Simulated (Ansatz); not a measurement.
```yaml
atoms:
  - { symbol: C, position_ang: [0.0000, 0.0000, 0.0000] }
  - { symbol: O, position_ang: [0.0000, 1.1600, 0.0000] }
  - { symbol: O, position_ang: [0.0000, -1.1600, 0.0000] }
```

Basis set: cc-pVDZ (spherical functions). Left uncorrelated: 3 orbitals. Charge 0, multiplicity 1.

Computed with Ansatz (development build ahead of 0.2.0); the reference of a correlated method needn't be the lowest determinant of its kind. Restricted open shells among the atoms or ions are ROHF, correlated in semicanonical orbitals with singles.

Q: Give the atomization energy at this shape (free ground-state atoms in the same class of orbitals less the molecule, no zero-point energy) of singlet CO₂ by RHF-CCSD(T), RHF-CCSD.

A:

```json
{"method": "RHF-CCSD(T)", "atomization energy": "15.44 eV"}
{"method": "RHF-CCSD", "atomization energy": "15.02 eV"}
```

Caution: no unrestricted run beside it, a lower state can exist.
